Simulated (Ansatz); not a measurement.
One geometry of the cluster Cs₄Cl₄, several levels of theory.

```yaml
crystal:
  periodic: [false, false, false]
  atoms:
    - {symbol: Cs, position_ang: [2.718088, -0.973556, 0.377500]}
    - {symbol: Cs, position_ang: [-1.498175, -1.907629, -1.615491]}
    - {symbol: Cs, position_ang: [-1.290053, 0.302644, 2.593345]}
    - {symbol: Cs, position_ang: [0.070310, 2.578425, -1.355565]}
    - {symbol: Cl, position_ang: [-2.594234, 0.927577, -0.359890]}
    - {symbol: Cl, position_ang: [-0.068686, -2.460482, 1.294098]}
    - {symbol: Cl, position_ang: [1.430891, 1.820541, 1.540821]}
    - {symbol: Cl, position_ang: [1.231860, -0.287522, -2.474808]}
basis:
  gaussian: {orbitals: def2-TZVP, initial_orbitals: start.molden}
hamiltonian: {xc: {name: LC-wPBE}}
scf: {omitted_lower_state_checks: [starts]}
output: {forces: true, orbitals: {seedname: orbitals}}
```

The file start.molden holds the orbitals of an earlier run on this structure, at another level or in another basis.

```sh
$ ansatz run in.yaml --threads 4 --pin off --events-out ev --progress --plain --max-ram 8704MiB
```

Output, abridged:

```
Functional definition: LC-wPBE
2296 factors; their error is unknown
956 factors; integrals over basis functions are off by at most 2.4e-5 eV
mean field evaluation 1: about -52288.5968 eV, gradient 1.6e1 eV
mean field evaluation 2: about -52288.8489 eV, gradient 3.8e-1 eV
mean field evaluation 4: about -52288.8503 eV, gradient 1.2e-1 eV
mean field evaluation 8: about -52288.8503 eV, gradient 1.3e-5 eV
mean field -52288.85032611 eV, -1921.5798068289 hartree, gradient 1.3e-5 eV, S^2 0.000000; 0 other end points of the search recorded, 0 dependent functions left out
reference -52288.85032621 eV, -1921.5798068326 hartree; 52, 52 occupied and 212, 212 virtual orbitals, 2296 factors
Total energy: -52288.85032621 eV, -1921.5798068326 hartree
Atom 0 at     2.718088    -0.973556     0.377500 Å, force     0.031241    -0.010808     0.004033 eV/Å
Atom 1 at    -1.498175    -1.907629    -1.615491 Å, force    -0.017272    -0.020438    -0.018032 eV/Å
Atom 2 at    -1.290053     0.302644     2.593345 Å, force    -0.015682     0.003290     0.029933 eV/Å
Atom 3 at     0.070310     2.578425    -1.355565 Å, force     0.000436     0.028508    -0.015792 eV/Å
Atom 4 at    -2.594234     0.927577    -0.359890 Å, force    -0.025624     0.009574    -0.003897 eV/Å
Atom 5 at    -0.068686    -2.460482     1.294098 Å, force     0.000467    -0.023905     0.012653 eV/Å
Atom 6 at     1.430891     1.820541     1.540821 Å, force     0.014125     0.017042     0.015253 eV/Å
Atom 7 at     1.231860    -0.287522    -2.474808 Å, force     0.012308    -0.003263    -0.024152 eV/Å
Dipole moment:     0.000103    -0.000169    -0.000634 e Å
Checks for a lower state left out: starts
```

Hardware: 4 threads of Arm Neoverse N1 on a shared host. Wall time 19 s, peak host memory 1 GiB.

First input, but with `gaussian: {orbitals: def2-TZVPD, initial_orbitals: start.molden}`, `hamiltonian: {xc: r2scan, dispersion: d4}`, `output: {orbitals: {seedname: orbitals}}` (abridged; 38 s):

```
Functional definition: r2SCAN
mean field -52297.91338800 eV, -1921.9128682102 hartree, gradient 1.4e-5 eV, S^2 0.000000
Total energy: -52297.99395275 eV, -1921.9158289102 hartree
Checks for a lower state left out: starts
```

Geometry: PBE0-D4/def2-SVP.

In the def2 sets Cs takes a core potential; there is no spin–orbit coupling. LC-ωPBE has ω = 0.4 bohr⁻¹. The structure comes from a short search, and lower isomers may exist.
